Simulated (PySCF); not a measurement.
Cl4HSi2, SMILES Cl[Si](Cl)[SiH](Cl)Cl (connectivity only; charge and spin as stated), charge +1, multiplicity 1.

Coordinates come from a B3LYP-D3(BJ)/def2-SVP optimisation. The multiplicity is an assumed one; no other spin state was optimised. The isomer is the one that the SMILES or the coordinates give; other isomers of the formula were not compared. One conformer was computed; it need not be the lowest.

Two levels are set side by side: PBE/def2-TZVP (PySCF) and HF/def2-TZVP (PySCF). Same geometry, gas phase. Differences are taken from unrounded values.

```tsv
quantity	HF	PBE	PBE minus HF
orbital gap (eV)	11.37	3.24	-8.13
highest occupied level (eV)	-16.48	-12.33	4.14
lowest empty level (eV)	-5.11	-9.09	-3.98
mean polarisability (bohr³)	86.5	99.7	13.2
```

Without exact exchange PBE keeps part of each electron's self-repulsion, which lifts occupied levels and narrows the gap. PBE's more diffuse valence density responds more strongly to a field. Differences between two approximate levels are no errors against the true value.

Rough cost on one machine, each run with all the roots and properties that it gave: HF against PBE about 1/2.
